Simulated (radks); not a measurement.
Polarisability of the bismuth ion Bi5+, [Xe] 4f14 5d10, at imaginary frequency. Calculated with a radial shooting solver on a logarithmic mesh with Libxc functionals: scalar-relativistic Kohn-Sham, exchange-only LDA, spin-polarised, spherical densities, finite nucleus; Fermi nuclear charge, rms radius 5.5211 fm. Response by self-consistent Sternheimer equations with the Hartree and adiabatic exchange-only LDA kernel, the relativistic mass of each level held fixed and spin-orbit coupling left out.

w (hartree)  alpha1(iw) (bohr^3)  alpha2(iw) (bohr^5)
0.00266                    2.948                7.334
0.0143                     2.947                7.333
0.0360                     2.947                7.324
0.0697                     2.943                7.296
0.118                      2.936                7.225
0.186                      2.918                7.075
0.280                      2.882                6.789
0.413                      2.810                6.311
0.605                      2.675                5.622
0.892                      2.434                4.777
1.35                       2.042                3.856
2.12                       1.490                2.857
3.59                      0.8636                1.762
6.94                      0.3571               0.7473
17.5                     0.09167               0.1584

Static values: alpha1 = 2.948 bohr^3 (0.4368 angstrom^3; uncoupled 4.653), alpha2 = 7.334 bohr^5, alpha3 = 21.04 bohr^7. C6 = 14.29, C8 = 148.8, triple-dipole C9 = 29.92 atomic units. One-pole (London) frequency 4 C6 / (3 alpha1^2) = 2.192 hartree, against 2.907 for minus the highest occupied eigenvalue.
